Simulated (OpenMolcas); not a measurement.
A run on Pd4+ among 6 point charges of -1.7 e arranged as a tetragonal octahedron (D4h), 2 Å from the ion, with the axial distance 1.940 Å.
```
   2.0000    0.0000    0.0000  -1.70
   0.0000    2.0000    0.0000  -1.70
  -2.0000    0.0000    0.0000  -1.70
   0.0000   -2.0000    0.0000  -1.70
   0.0000    0.0000    1.9400  -1.70
   0.0000    0.0000   -1.9400  -1.70
```

| Quantity | Value |
| --- | --- |
| Program | OpenMolcas |
| Method | CASSCF |
| Basis | ANO-RCC-VTZP [7s6p4d2f1g] |
| Scalar Hamiltonian | DKH2, point nucleus |
| Active space | 6 electrons in 5 orbitals (4d) |
| State averaging | 2S+1 = 5 even, 5 roots; 2S+1 = 3 even, 45 roots; 2S+1 = 1 even, 50 roots |
| Spin-orbit coupling | RASSI with atomic mean-field integrals over the reference wave functions |

68 basis functions. Blocks (2S+1, parity, CSFs, roots kept): 5, even, 5, 5; 3, even, 45, 45; 1, even, 50, 50.

Question: How long do the RASSCF and RASSI steps take on 1 thread of Intel(R) Xeon(R) 6975P-C (Granite Rapids), on a shared host?

Answer: About 20 s of wall time, without the integral step.
